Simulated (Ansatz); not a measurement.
All numbers were calculated with Ansatz.

Basis-set series for C$_{2}$H$_{5}$FSi, SMILES `F[SiH]1CC1`. Charge 0, multiplicity 1. All single points use the PBE0-D4/def2-TZVP geometry.

Cartesian coordinates in Å:
```
F 0.403 -1.961 -1.218
Si 0.248 -1.036 0.072
C -0.898 0.377 0.034
C 0.634 0.740 -0.044
H 0.499 -1.842 1.279
H -1.464 0.589 -0.869
H -1.421 0.695 0.931
H 0.956 1.161 -0.991
H 1.042 1.277 0.806
```

```csv
functional,basis,functions,energy (Eh),HOMO (eV),LUMO (eV)
PBE0-D4,def2-TZVPP,205,-468.35193,-7.18,0.55
PBE0-D4,def2-QZVPP,391,-468.37215,-7.20,0.37
ωB97M-V,def2-TZVPP,205,-468.57415,-9.39,2.27
ωB97M-V,def2-QZVPP,391,-468.59304,-9.41,1.72
```

Task: Give the rows for def2-SVP. (Best estimate.)

Result: The calculation gave: 
```tsv
functional	basis	functions	energy (Eh)	HOMO (eV)	LUMO (eV)
PBE0-D4	def2-SVP	85	-468.02986	-7.15	1.04
ωB97M-V	def2-SVP	85	-468.24445	-9.35	3.03
```

Positive LUMOs are unbound and depend on the basis.
